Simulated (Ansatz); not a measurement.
One change: `S[CH2][GeH3]` becomes `NCS`.

Ansatz, PBE0-D4/def2-TZVP geometries, multiplicity 1. Each molecule was computed in one conformer, which needn't be the lowest.

Scalar relativity is left out up to krypton.

| property | `S[CH2][GeH3]` |
| --- | --- |
| LUMO energy (ωB97M-V/def2-TZVPP) / eV | 1.83 |
| HOMO energy (PBE0/def2-TZVPP) / eV | -6.75 |
| size of the dipole moment (ωB97M-V/def2-TZVPP) / D | 1.17 |
| HOMO energy (PBE/def2-TZVPP) / eV | -5.55 |
| HOMO–LUMO gap (PBE/def2-TZVPP) / eV | 4.76 |
| zero-point energy (PBE0-D4/def2-TZVP) / kJ/mol | 157.2 |

What does the change do to each property? (Best estimate.)

The calculation gave: 
```
                                          property  `NCS`  shift
             LUMO energy (ωB97M-V/def2-TZVPP) / eV   2.05   0.22
                HOMO energy (PBE0/def2-TZVPP) / eV  -6.94  -0.19
size of the dipole moment (ωB97M-V/def2-TZVPP) / D   2.53   1.36
                 HOMO energy (PBE/def2-TZVPP) / eV  -5.66  -0.11
               HOMO–LUMO gap (PBE/def2-TZVPP) / eV   5.16   0.40
    zero-point energy (PBE0-D4/def2-TZVP) / kJ/mol  168.1   10.9
```

With PBE0 the HOMO falls by 0.19 eV and the LUMO rises by 0.30 eV, so the gap widens by about 0.49 eV. PBE moves the HOMO by -0.11 eV and ωB97M-V by -0.24 eV. The zero-point energy changes by 10.9 kJ/mol with -3 modes. Dipoles are sizes alone; their direction can turn.
